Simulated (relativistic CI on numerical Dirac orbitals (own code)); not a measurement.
# Line list: Forbidden lines, W XXXIII

Calculated at this level of theory: Dirac-Coulomb-Breit CI, orbitals from a KLI potential per configuration, model QED, unscaled Slater integrals (own radial code, finite nucleus).

Configuration list (outside the closed core [Ar] 3d10): 4s2 4p6 4d6, 4s2 4p5 4d7, 4s2 4p6 4d5 4f, 4s2 4p4 4d8, 4s 4p6 4d7, 4p6 4d8, 4s 4p6 4d6 4f, 4s2 4p6 4d5 5s, 4s 4p5 4d8, 4s2 4p6 4d5 5d, 4s2 4p4 4d7 5s, 4s2 4p6 4d4 5s2, 4s2 4p6 4d5 6s, 4s 4p6 4d6 5s, 4p6 4d7 5s, 4s 4p6 4d5 5s2. Levels of other configurations are missing.

| λ vac (nm) | Lower | Upper | Type | A (s⁻¹) | gf | Branching (%) |
| --- | --- | --- | --- | --- | --- | --- |
| 57.568 | 4s2 4p6 4d6 5D_4 [1] | 4s2 4p6 4d6 3D_3 [10] | M1 | 1.87e+04 | 6.49e-06 | 75.1 |
| 58.391 | 4s2 4p6 4d6 5D_3 [4] | 4s2 4p6 4d6 3D_3 [19] | M1 | 3.66e+04 | 1.31e-05 | 44.9 |
| 62.654 | 4s2 4p6 4d6 5D_4 [5] | 4s2 4p6 4d6 3D_3 [19] | M1 | 2.86e+04 | 1.18e-05 | 35.2 |
| 63.218 | 4s2 4p6 4d6 3F_2 [9] | 4s2 4p6 4d6 3F_2 [24] | M1 | 2.38e+04 | 7.13e-06 | 42.8 |
| 64.999 | 4s2 4p6 4d6 5D_4 [1] | 4s2 4p6 4d6 3G_5 [7] | M1 | 9.56e+03 | 6.66e-06 | 97.9 |
| 65.390 | 4s2 4p6 4d6 3G_5 [7] | 4s2 4p6 4d6 1I_6 [22] | M1 | 9.59e+03 | 8.00e-06 | 30.3 |
| 66.741 | 4s2 4p6 4d6 3H_6 [8] | 4s2 4p6 4d6 1I_6 [22] | M1 | 2.21e+04 | 1.92e-05 | 69.6 |
| 66.777 | 4s2 4p6 4d6 5D_4 [5] | 4s2 4p6 4d6 3H_4 [18] | M1 | 7.15e+04 | 4.30e-05 | 79.1 |
| 67.834 | 4s2 4p6 4d6 3P_2 [2] | 4s2 4p6 4d6 3F_2 [9] | M1 | 3.09e+04 | 1.07e-05 | 98.7 |
| 72.861 | 4s2 4p6 4d6 3G_5 [7] | 4s2 4p6 4d6 3H_5 [20] | M1 | 1.39e+04 | 1.22e-05 | 29.4 |
| 73.138 | 4s2 4p6 4d6 5D_3 [4] | 4s2 4p6 4d6 5D_2 [16] | M1 | 7.58e+04 | 3.04e-05 | 75.7 |
| 74.542 | 4s2 4p6 4d6 3H_6 [8] | 4s2 4p6 4d6 3H_5 [20] | M1 | 2.68e+04 | 2.45e-05 | 56.7 |
| 74.843 | 4s2 4p6 4d6 5D_1 [6] | 4s2 4p6 4d6 5D_0 [17] | M1 | 1.15e+05 | 9.68e-06 | 99.4 |
| 75.154 | 4s2 4p6 4d6 3D_3 [10] | 4s2 4p6 4d6 3G_3 [21] | M1 | 2.30e+04 | 1.37e-05 | 42.3 |
| 79.426 | 4s2 4p6 4d6 5D_4 [1] | 4s2 4p6 4d6 5D_4 [5] | M1 | 4.25e+04 | 3.62e-05 | 100.0 |
| 80.783 | 4s2 4p6 4d6 5D_1 [6] | 4s2 4p6 4d6 5D_2 [16] | M1 | 2.17e+04 | 1.06e-05 | 21.7 |
| 82.098 | 4s2 4p6 4d6 3G_5 [7] | 4s2 4p6 4d6 3H_4 [18] | M1 | 1.33e+04 | 1.21e-05 | 14.7 |
| 87.527 | 4s2 4p6 4d6 5D_4 [1] | 4s2 4p6 4d6 5D_3 [4] | M1 | 3.28e+04 | 2.64e-05 | 78.6 |
| 93.956 | 4s2 4p6 4d6 3P_2 [2] | 4s2 4p6 4d6 5D_1 [6] | M1 | 4.01e+04 | 1.59e-05 | 92.6 |
| 106.96 | 4s2 4p6 4d6 3P_2 [2] | 4s2 4p6 4d6 5D_3 [4] | M1 | 8.92e+03 | 1.07e-05 | 21.4 |

Terms are leading LS components. Brackets give the number of a level in order of energy, since labels repeat. The list gives strong lines, with weight on those to low levels, among the lowest 200 of 2774 levels, so that lines to higher ones, which can be the strongest, are missing. Levels whose partners in the same complex of configurations lie outside the list can be far off, and so can their lines. Rates are taken at the computed energies, electric ones in the length gauge.

At this charge energies of transitions that change n are usually good to better than 1 %, and those within a shell (Δn = 0) to a few per cent. Terms inside the open d or f shell come out 10 to 20 % too wide with unscaled integrals.

LS names give the leading component of a level, which can be under half, so a name can repeat, a term be missing and a line seem to break the LS rules.
